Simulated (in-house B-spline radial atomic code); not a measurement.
The numbers below are computed, except where a source is named.
## C6 from the polarisability at imaginary frequency: neutral calcium

wB97X linear response of the closed shell [Ar] 4s2, from a B-spline radial code for spherical atoms; non-relativistic, point nucleus, no spin-orbit coupling; shells from n = 2 respond.

The dispersion coefficient of two like species is C6 = (3/π) ∫ α(iu)² du from 0 to ∞.

| u (hartree) | α(iu) (bohr³) |
| --- | --- |
| 0 | 153.1 |
| 0.03 | 143.4 |
| 0.07 | 112 |
| 0.12 | 74.38 |
| 0.2 | 40.2 |
| 0.3 | 22.31 |
| 0.45 | 12.2 |
| 0.7 | 6.556 |
| 1 | 4.074 |
| 1.5 | 2.336 |
| 2.5 | 1.078 |
| 5 | 0.341 |

Fit one oscillator, α(iu) = α(0)/(1 + u²/ω²), through u = 0.07 and estimate C6.

From α(0)/α(iu) − 1 = 153.1/112.0 − 1 = 0.3670, ω = u/√0.3670 = 0.1156 hartree (3.1 eV). London's formula gives C6 = (3/4) α(0)² ω = 0.75 × 153.1² × 0.1156 = 2031 hartree·bohr⁶, and the oscillator holds f = α(0) ω² = 2.04 electrons, of a sum of oscillator strengths of 18.6.

How does that compare with the full integral?

The program's quadrature over all excitations gives C6 = 2089, so the single oscillator is off by -2.8 %. At the last point the fit gives α = 0.0817 against 0.341: higher excitations, and deeper shells where there are any, keep the true curve higher at large u.
